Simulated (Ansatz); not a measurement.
The cluster MoO4H2. The state is a singlet with charge 0. Geometry PBE-D4/def2-SVP, basis def2-TZVP, Ansatz.

Cartesian coordinates in Å:
```
Mo 0.2682 0.7424 -0.4350
O -0.2569 -0.4006 0.9998
O -0.2909 2.3235 -0.1929
O -0.4455 -1.7842 0.7041
O -0.0831 0.2208 -2.0089
H -1.1742 -1.9950 1.3295
H 1.9824 0.8931 -0.3967
```

| run | HOMO (eV) | LUMO (eV) |
| --- | --- | --- |
| A | -10.42 | -2.16 |
| B | -7.31 | -3.89 |
| C | -7.66 | -3.90 |
| D | -7.55 | -4.16 |
| E | -8.92 | -3.20 |

In the def2 sets Mo takes a core potential; there is no spin–orbit coupling. The structure holds one bond between oxygen atoms, so isomers without such links may lie far lower. Another isomer (singlet) lies 0.55 eV lower at PBE0-D4/def2-TZVP; other spin states weren't run for this one.

Question: The runs used CAM-B3LYP, LDA (SPW92), PBE, PBE0, r2SCAN. Estimate which is which.

Answer: A CAM-B3LYP (range-separated); B PBE (0 % exact exchange); C r2SCAN (0 % exact exchange); D LDA (SPW92) (0 % exact exchange); E PBE0 (25 % exact exchange). Exact exchange lowers occupied and raises empty levels; among semilocal functionals meta-GGAs tend to open the gap a little, and such runs are hard to tell apart. The gap grows from 3.39 eV (LDA (SPW92)) to 8.26 eV (CAM-B3LYP).
